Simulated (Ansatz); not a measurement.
Input file for Ansatz (a program for electronic structure): U-B3LYP/cc-pVTZ on BBrH2 (SMILES BBr), a point of a bond scan (R = 4.377 Å).

Ansatz 0.2 input:
```yaml
crystal:
  periodic: [false, false, false]
  atoms:
    - {symbol: B, position_ang: [-0.84896739, -1.29115255, 0.21121296]}
    - {symbol: H, position_ang: [-0.47171957, -2.07374537, 1.01486037]}
    - {symbol: H, position_ang: [-1.82647135, -1.42145963, -0.44309788]}
    - {symbol: Br, position_ang: [1.53362800, 2.33241904, -0.38154835]}
basis:
  gaussian:
    orbitals: cc-pVTZ
hamiltonian:
  xc: {name: B3LYP}
magnetization: {spin_polarized: true, initial_magnetization: 0}
```

The log:

```
WARN ansatz: RAYON_NUM_THREADS=1 ignored (pool sized by the plan → 1); use --threads N
Functional definition: B3LYP
integrals: 0.02 GiB planned
736 factors; their error is unknown
mean field: 0.36 GiB planned
mean field evaluation 1: about -70749.0047 eV, gradient 1.5e1 eV
mean field evaluation 2: about -70641.1672 eV, gradient 8.6e1 eV
mean field evaluation 4: about -70749.6710 eV, gradient 1.9e1 eV
mean field evaluation 8: about -70752.6904 eV, gradient 8.1e-1 eV
mean field evaluation 16: about -70752.8694 eV, gradient 5.9e-4 eV
mean field evaluation 32: about -70753.4846 eV, gradient 8.5e-2 eV
mean field evaluation 64: about -70753.4848 eV, gradient 2.9e-3 eV
mean field evaluation 96: about -70753.4802 eV, gradient 3.1e-1 eV
mean field -70753.48475346 eV, -2600.1426062552 hartree, gradient 6.3e-6 eV, S^2 0.780772; 9 other end points of the search recorded, 0 dependent functions left out
reference -70753.48500404 eV, -2600.1426154639 hartree; 21, 21 occupied and 80, 80 virtual orbitals, 736 factors
Total energy: -70753.48500404 eV, -2600.1426154639 hartree
```

The calculation finished and met its thresholds. Its determinant has ⟨S²⟩ = 0.78, a mixture of spin states.

Cost: about 11 core-seconds (a rough figure).
